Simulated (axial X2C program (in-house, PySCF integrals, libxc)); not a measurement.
## Potential curves of ZrCl, spin-free

Calculated with an in-house relativistic program for diatomic molecules. Spin-free means the one-electron spin-free X2C Hamiltonian. Basis: Zr dyall-cv3z [11s12p9d6f3g], Cl dyall-av3z [9s8p3d2f] (cores contracted in-house); Gaussian nuclei, density fitting, unrestricted open shells. Masses: Zr 89.905 u, Cl 34.969 u.

State: M_S = 3/2, Λ = 0 (beyond evenly filled blocks: σα, δ+α, δ-α). Energies in eV from the fragments at the same level (Zr + Cl). Fits are polynomials in 1 − R0/R over 0.85 to 1.23 times the lowest point R0.

| R (Å) | CCSD(T) | PBE0 |
| --- | --- | --- |
| 2.0332 |  | -4.0794 |
| 2.1267 | -3.8811 | -4.6326 |
| 2.1968 | -4.1456 | -4.8651 |
| 2.2669 | -4.2884 | -4.9813 |
| 2.3370 | -4.3380 | -5.0091 |
| 2.4188 | -4.3078 | -4.9588 |
| 2.5006 | -4.2090 | -4.8447 |
| 2.6058 | -4.0139 | -4.6361 |
| 2.7343 |  | -4.3265 |
| 2.9213 |  | -3.8347 |

Correlated methods: 19 electrons correlated (number of frozen shells: Zr 3 s, 2 p, 1 d; Cl 2 s, 1 p), 307 virtual spin orbitals or spinors in MP2, 110 natural virtuals in coupled cluster.

The state is a single determinant with fixed occupations, the lowest that a limited PBE0 search found. Dissociation energies refer to the lowest single-determinant-based atoms at the same level and basis. Coupled cluster ran in a truncated set of natural virtual spinors; the MP2 energy of the rest was added. (T) has no such correction and the atoms are truncated less, which lowers De at CCSD(T) by a hundredth of an eV or more. Other states lie close and PBE0, whose exact exchange favours high spin, may order them wrongly; the determinant shown need not be the ground state. The nearest other spin-free determinant of the search, M_S = 3/2, Λ = 3, lies 0.19 eV up at the distance of the search. Coupled cluster ran on the points near the minimum only. MP2 and coupled cluster on one determinant become unreliable at the stretched end.

Problem. What are Re, ωe and De at the CCSD(T) level?

Solution. At CCSD(T), spin-free: Re = 2.348 Å, ωe ≈ 384 cm⁻¹, De = 4.34 eV to Zr + Cl; Be follows as 0.121 cm⁻¹.

Problem. What are Re, ωe and De at the PBE0 level?

Solution. At PBE0, spin-free: Re = 2.328 Å, ωe ≈ 388 cm⁻¹, De = 5.01 eV to Zr + Cl; Be follows as 0.124 cm⁻¹.
